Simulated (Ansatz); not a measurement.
A search over several starts for the lowest SCF solution of Cr2O at the given spin, in a small basis.

```yaml
crystal:
  periodic: [false, false, false]
  atoms:
    - {symbol: Cr, position_ang: [0.302541, -0.914231, 0.022482]}
    - {symbol: Cr, position_ang: [0.786932, 0.683637, -0.005642]}
    - {symbol: O, position_ang: [-1.089483, 0.230594, -0.016830]}
basis:
  gaussian: {orbitals: def2-SVP}
magnetization: {spin_polarized: true, initial_magnetization: 0}
hamiltonian: {xc: pbe0, dispersion: d4}
output: {orbitals: {seedname: orbitals}}
```

```sh
$ ansatz run in.yaml --threads 4 --pin off --events-out ev --progress --plain --max-ram 3916MiB
```

Shortened log:

```
Functional definition: PBE0
  name "PBE0"
  cite "Adamo & Barone, J. Chem. Phys. 110, 6158 (1999) doi:10.1063/1.478522"
  cite "Perdew, Burke & Ernzerhof, Phys. Rev. Lett. 77, 3865 (1996) doi:10.1103/PhysRevLett.77.3865"
  parent pbe
  parameter a = 0.25
  parameter kappa = 0.804
  parameter beta = 0.06672455060314922
  exchange = (1 - a)*pbe_x(kappa = kappa, mu = beta*pi^2/3) + a*exact_x
  correlation = pbe_c(beta = beta)
839 factors; integrals over basis functions are off by at most 1.1e-3 eV
mean field evaluation 1: about -58846.9691 eV, gradient 5.8e1 eV
mean field evaluation 2: about -58596.3238 eV, gradient 2.3e2 eV
mean field evaluation 4: about -58843.8725 eV, gradient 8.0e1 eV
mean field evaluation 8: about -58861.2282 eV, gradient 1.6e0 eV
mean field evaluation 16: about -58861.3723 eV, gradient 2.2e-5 eV
mean field evaluation 32: about -58862.2221 eV, gradient 3.7e-2 eV
mean field evaluation 64: about -58814.3238 eV, gradient 1.8e2 eV
mean field evaluation 96: about -58648.6241 eV, gradient 1.9e2 eV
mean field evaluation 128: about -58860.2008 eV, gradient 1.2e1 eV
mean field evaluation 160: about -58863.8244 eV, gradient 2.5e-4 eV
mean field evaluation 192: about -58856.1329 eV, gradient 1.2e1 eV
mean field -58863.82438270 eV, -2163.2056467309 hartree, gradient 2.4e-5 eV, S^2 2.568853; 11 other end points of the search recorded, 0 dependent functions left out
reference -58863.82442303 eV, -2163.2056482131 hartree; 28, 28 occupied and 48, 48 virtual orbitals, 839 factors
Total energy: -58863.89395554 eV, -2163.2082034857 hartree
```

Hardware: 4 threads of Arm Neoverse V2 on a shared host. Wall time 12 s.

Other converged states that the search met: 2.45 eV higher (⟨S²⟩ = 0.00).

The unrestricted singlet has broken spin symmetry (⟨S²⟩ up to 2.57). The structure comes from a short search, and lower isomers may exist.
